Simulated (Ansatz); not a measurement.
A structure relaxed at PBE0-D4/def2-TZVP, charge 0, multiplicity 1:

```tsv
atom	x (Å)	y (Å)	z (Å)
C1	1.440	-0.127	-0.482
C2	0.220	-0.025	0.429
C3	-0.310	1.404	0.506
Si4	-1.118	-1.235	-0.069
Cl5	-1.792	-0.785	-1.968
H6	1.855	-1.138	-0.504
H7	1.186	0.151	-1.509
H8	2.231	0.551	-0.145
H9	0.510	-0.347	1.440
H10	-0.644	1.751	-0.475
H11	-1.155	1.492	1.195
H12	0.472	2.088	0.848
H13	-0.605	-2.628	-0.106
H14	-2.289	-1.154	0.841
```

Give its formula and SMILES.

C3H9ClSi, `CC(C)[SiH2]Cl`.

Point group (tolerance 0.08 Å, 0.16 Å for H)?

Cs.

Summarise the bond lengths by kind.

2 × C–C 1.526 Å; 7 × C–H 1.093 to 1.100 Å; 1 × C–Si 1.872 Å; 1 × Cl–Si 2.065 Å; 2 × H–Si 1.485 Å.

Program: Ansatz 0.2.0.
